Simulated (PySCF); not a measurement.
# Dipole response of P(2+) (phosphorus, charge +2)

[Ne] 3s2 3p1, 2P determinant. All numbers are calculated (PySCF 2.14, scalar relativity by spin-free X2C-1e, in x2c-TZVPPall with one added diffuse shell each of s, p, d type (6s6p4d1f, 51 functions)). Coupled (time-dependent) response in atomic units; α is the mean over directions.

```
method  mean α (bohr³)         α xx, yy, zz  C₆ (like pair)  S(−4)
   UHF           9.499  9.738, 9.022, 9.738           34.82  39.53
   PBE           9.145  9.304, 8.826, 9.304           32.91  35.72
  PBE0           9.211  9.404, 8.825, 9.404           33.28  36.31
  BP86           9.093  9.239, 8.802, 9.239           32.64  35.31
  TPSS           9.299  9.504, 8.887, 9.504           34.03  36.75
```

S(−4) is the Cauchy moment in α(ω) = α(0) + S(−4) ω² + …

α(iu) at PBE0:

```
u (hartree)  α(iu) (bohr³)
          0          9.211
     0.0500          9.122
      0.100          8.863
      0.200          7.970
      0.300          6.840
      0.500          4.746
      0.750          3.016
       1.00          2.030
       1.50          1.094
       2.00         0.6960
       3.00         0.3738
       5.00         0.1798
```

A single London oscillator, α(iu) = α/(1 + u²/ω²), gives C₆ = (3/4) ω α². Matching the computed C₆ needs ω = 4 × 33.28 / (3 × 9.211²) = 0.523 hartree.

For an ion, C₆ is the dispersion term alone; charge-induced terms of lower order in 1/R come first.

The components differ because the open shell of this determinant is not spherical; for a pure term their mean is the scalar polarisability.
